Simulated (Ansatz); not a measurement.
**Molecular dynamics of CuSi16, charge +1**

input.yaml

```yaml
crystal:
  lattice:
    - [0.0, 5.43, 5.43]
    - [5.43, 0.0, 5.43]
    - [5.43, 5.43, 0.0]
  atoms:
    - { symbol: Si, position: [0.00470524, 0.00534519, 0.00357242] }
    - { symbol: Si, position: [0.12582741, 0.13658318, 0.12601056] }
    - { symbol: Si, position: [-0.00520733, -0.00026805, 0.49767647] }
    - { symbol: Si, position: [0.1267949, 0.1286433, 0.62690947] }
    - { symbol: Si, position: [0.00103803, 0.50813094, 0.004835] }
    - { symbol: Si, position: [0.1259494, 0.63231449, 0.12946706] }
    - { symbol: Si, position: [0.00650774, 0.50447646, 0.50244445] }
    - { symbol: Si, position: [0.12711209, 0.6279915, 0.63310052] }
    - { symbol: Si, position: [0.49814015, 0.0030464, -0.00798136] }
    - { symbol: Si, position: [0.62796141, 0.13258893, 0.1200588] }
    - { symbol: Si, position: [0.49451681, -0.01592853, 0.48852284] }
    - { symbol: Si, position: [0.61378074, 0.1125562, 0.61245006] }
    - { symbol: Si, position: [0.49886893, 0.5075313, 0.008309] }
    - { symbol: Si, position: [0.62897944, 0.63061891, 0.129814] }
    - { symbol: Si, position: [0.49965695, 0.49102252, 0.50239151] }
    - { symbol: Si, position: [0.63056998, 0.61515923, 0.63335757] }
    - { symbol: Cu, position: [0.74799481, 0.22590924, 0.73602383] }
total_charge: 1
basis:
  ecutwfc: 420.0
kpoints:
  mp_grid: { grid: [2, 2, 2] }
hamiltonian:
  xc: pbe
  pseudopotentials: { kind: paw, azcp: { folder: soft_1 } }
scf:
  occupations: { method: fermi_dirac, width: 0.02 }
  lower_state_search: "off"
md:
  timestep: 2
  n_steps: 140
  ensemble: nve
  temperature: 1800.0
  initial_velocities: maxwell_boltzmann
  seed: 587839
```

Launched with:

```bash
$ ansatz run input.yaml --threads 1 --pin off --max-ram 3072MiB --backend cpu --events-out ev --progress --plain --runs-dir out
```

It starts from a relaxed structure.

Output, in part (step lines):

```
md step     0: t =     0.00 fs  T =  1800.0 K  F+E_penalty+E_count = -16802.55601571 eV  E_kin = 3.722688 eV  conserved = -16798.83332774 eV  (10 SCF iters)
md step     1: t =     2.00 fs  T =  1764.0 K  F+E_penalty+E_count = -16802.48092172 eV  E_kin = 3.648234 eV  conserved = -16798.83268754 eV  (8 SCF iters)
md step     2: t =     4.00 fs  T =  1658.3 K  F+E_penalty+E_count = -16802.26028624 eV  E_kin = 3.429547 eV  conserved = -16798.83073946 eV  (8 SCF iters)
md step     3: t =     6.00 fs  T =  1497.1 K  F+E_penalty+E_count = -16801.92392059 eV  E_kin = 3.096195 eV  conserved = -16798.82772601 eV  (9 SCF iters)
md step     4: t =     8.00 fs  T =  1300.6 K  F+E_penalty+E_count = -16801.51497623 eV  E_kin = 2.689776 eV  conserved = -16798.82519984 eV  (8 SCF iters)
md step     5: t =    10.00 fs  T =  1090.3 K  F+E_penalty+E_count = -16801.07706204 eV  E_kin = 2.254859 eV  conserved = -16798.82220344 eV  (6 SCF iters)
md step     6: t =    12.00 fs  T =   889.6 K  F+E_penalty+E_count = -16800.65883225 eV  E_kin = 1.839773 eV  conserved = -16798.81905931 eV  (6 SCF iters)
md step     7: t =    14.00 fs  T =   721.8 K  F+E_penalty+E_count = -16800.30944729 eV  E_kin = 1.492806 eV  conserved = -16798.81664136 eV  (5 SCF iters)
[... lines left out ...]
md step   140: t =   280.00 fs  T =   790.7 K  F+E_penalty+E_count = -16800.45728456 eV  E_kin = 1.635246 eV  conserved = -16798.82203899 eV  (8 SCF iters)
```

The steps, from the saved trajectory:

```csv
time (fs),T (K),potential energy less start (eV),conserved less start (meV/atom)
0.0,1800,0.000,0.00
8.0,1301,1.041,0.48
16.0,605,2.489,1.05
24.0,695,2.297,0.75
32.0,1137,1.379,0.43
40.0,1271,1.101,0.44
48.0,1019,1.624,0.51
56.0,633,2.428,0.80
64.0,614,2.465,0.74
72.0,849,1.974,0.46
80.0,846,1.981,0.54
88.0,723,2.240,0.74
96.0,792,2.094,0.59
104.0,838,1.997,0.50
112.0,709,2.268,0.70
120.0,723,2.241,0.74
128.0,945,1.778,0.53
136.0,1039,1.584,0.53
144.0,960,1.747,0.62
152.0,888,1.898,0.68
160.0,938,1.794,0.68
168.0,1107,1.443,0.52
176.0,1119,1.415,0.43
184.0,874,1.927,0.75
192.0,862,1.952,0.68
200.0,979,1.707,0.46
208.0,865,1.944,0.64
216.0,755,2.174,0.71
224.0,795,2.089,0.61
232.0,827,2.022,0.55
240.0,751,2.181,0.68
248.0,761,2.160,0.68
256.0,895,1.882,0.57
264.0,952,1.762,0.48
272.0,828,2.021,0.65
280.0,791,2.099,0.66
```

All steps were run. The conserved energy stayed within 1.1 meV per atom of its start (net change 0.66 meV per atom), so the integration is sound. The temperature averaged 0.49 of the 1800 K drawn at the start: a run that starts near a minimum puts about half its kinetic energy into the potential. A run of 0.28 ps of so small a system gives no equilibrium averages. Limits of this set-up: coarse k mesh, charged cell in a uniform background, uncorrected.

Mean squared displacements from the first frame to the last, about the centre of mass: Si 0.12 Å², Cu 0.38 Å².

Last frame:

```xyz
17
Lattice="0.0000 5.4300 5.4300 5.4300 0.0000 5.4300 5.4300 5.4300 0.0000" Properties=species:S:1:pos:R:3
Si -0.050 -0.218 0.135
Si 1.269 1.470 1.343
Si 2.718 2.500 0.128
Si 4.136 3.647 1.419
Si 2.475 0.189 2.940
Si 3.967 1.148 4.352
Si 5.338 2.581 2.958
Si 6.515 4.084 4.327
Si -0.103 2.832 2.342
Si 1.305 4.155 3.728
Si 2.938 5.432 2.568
Si 4.094 6.863 3.952
Si 2.745 2.895 5.391
Si 3.712 4.530 6.816
Si 5.288 5.564 5.431
Si 6.771 6.722 6.969
Cu 5.820 8.055 5.128
```

The run took 11 min on 1 thread of Arm Neoverse V2, with other jobs on the host, peak memory 0.67 GiB.
